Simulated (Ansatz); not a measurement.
Ansatz (an electronic-structure program) input (PBE/def2-TZVP):

Ansatz 0.2 input:
```yaml
crystal:
  periodic: [false, false, false]
  atoms:
    - {symbol: B, position_ang: [0.00000000, 0.00000000, 0.00000000]}
    - {symbol: O, position_ang: [-0.00000000, -0.00000000, -1.26121028]}
    - {symbol: O, position_ang: [0.00000000, 0.00000000, 1.26121028]}
basis:
  gaussian:
    orbitals: def2-TZVP
hamiltonian:
  xc: {name: PBE}
magnetization: {spin_polarized: true, initial_magnetization: 1}
relax: {f_tol: 0.003, max_steps: 100}
```

End of the output:

```
relax step   2: F+E_penalty+E_count = -4767.13419159 eV  Δ(F+E_penalty+E_count) = -8.144e-3 eV  max|allowed force component| = 1.938e-1 eV/Å  Δτ_max = 0.0085 Å  (30 SCF iters, accepted)
these checks for a lower state are left out or cut short: starts, cluster_reference, orbital_swaps, neighbouring_geometries, increment
integrals: 0.01 GiB planned
471 factors; their error is unknown
mean field: 0.21 GiB planned
mean field evaluation 32: about -4767.1375 eV, gradient 2.8e-1 eV
mean field -4767.13476008 eV, -175.1889711528 hartree, gradient 1.5e-5 eV, S^2 0.759801; 0 other end points of the search recorded, 0 dependent functions left out
the calculation of the forces begins
reference -4767.13479228 eV, -175.1889723364 hartree; 11, 10 occupied and 82, 83 virtual orbitals, 471 factors
relax step   3: F+E_penalty+E_count = -4767.13476008 eV  Δ(F+E_penalty+E_count) = -5.685e-4 eV  max|allowed force component| = 4.460e-3 eV/Å  Δτ_max = 0.0029 Å  (29 SCF iters, accepted)
these checks for a lower state are left out or cut short: starts, cluster_reference, orbital_swaps, neighbouring_geometries, increment
integrals: 0.01 GiB planned
471 factors; their error is unknown
mean field: 0.22 GiB planned
mean field -4767.13476038 eV, -175.1889711641 hartree, gradient 1.7e-5 eV, S^2 0.759803; 0 other end points of the search recorded, 0 dependent functions left out
the calculation of the forces begins
reference -4767.13479259 eV, -175.1889723476 hartree; 11, 10 occupied and 82, 83 virtual orbitals, 471 factors
relax step   4: F+E_penalty+E_count = -4767.13476038 eV  Δ(F+E_penalty+E_count) = -3.050e-7 eV  max|allowed force component| = 2.454e-5 eV/Å  Δτ_max = 0.0001 Å  (20 SCF iters, accepted)
integrals: 0.01 GiB planned
471 factors; their error is unknown
mean field: 0.22 GiB planned
mean field evaluation 64: about -4767.1348 eV, gradient 6.0e-4 eV
mean field -4767.13476038 eV, -175.1889711641 hartree, gradient 1.7e-5 eV, S^2 0.759803; 2 other end points of the search recorded, 0 dependent functions left out
the calculation of the forces begins
reference -4767.13479259 eV, -175.1889723476 hartree; 11, 10 occupied and 82, 83 virtual orbitals, 471 factors
Total energy: -4767.13479259 eV, -175.1889723476 hartree
Atom 0 at     0.000000    -0.000000    -0.000000 Å, force     0.000000     0.000000     0.000000 eV/Å
Atom 1 at    -0.000000     0.000000    -1.272631 Å, force    -0.000000    -0.000000    -0.000024 eV/Å
Atom 2 at    -0.000000    -0.000000     1.272631 Å, force    -0.000000    -0.000000     0.000024 eV/Å
Dipole moment:     0.000000     0.000000    -0.000000 e Å
```

It need not be the lowest isomer of its formula.
